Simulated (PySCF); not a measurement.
**Polarisability and C₆ of Zr (zirconium, neutral)**

[Kr] 4d2 5s2, high-spin 3F determinant. Computed with PySCF 2.14 in aug-cc-pVTZ-PP with ECP28MDF (6s6p5d3f2g, 88 functions), with a scalar-relativistic core potential. Coupled (time-dependent) response in atomic units; α is the mean over directions.

```json
{"method": "wB97X", "mean α (bohr³)": "119.2", "C₆ (like pair)": "1665", "S(−4)": "5865"}
```

S(−4) is the Cauchy moment in α(ω) = α(0) + S(−4) ω² + …

Reference α: 112 ± 13 bohr³ (recommended; Schwerdtfeger and Nagle, table of static dipole polarizabilities (2023 update)). Published C₆: 1360 (Gould and Bucko (2016)).

Spin-orbit coupling is absent.

α(iu) at wB97X:

```csv
u (hartree),α(iu) (bohr³)
0,119.2
0.0500,106.3
0.100,81.19
0.200,44.48
0.300,27.44
0.500,14.18
0.750,8.344
1.00,5.700
1.50,3.238
2.00,2.094
3.00,1.071
5.00,0.4253
```

A single London oscillator, α(iu) = α/(1 + u²/ω²), gives C₆ = (3/4) ω α². Matching the computed C₆ needs ω = 4 × 1665 / (3 × 119.2²) = 0.156 hartree.

Energies and moments cover only the electrons outside the core potential.
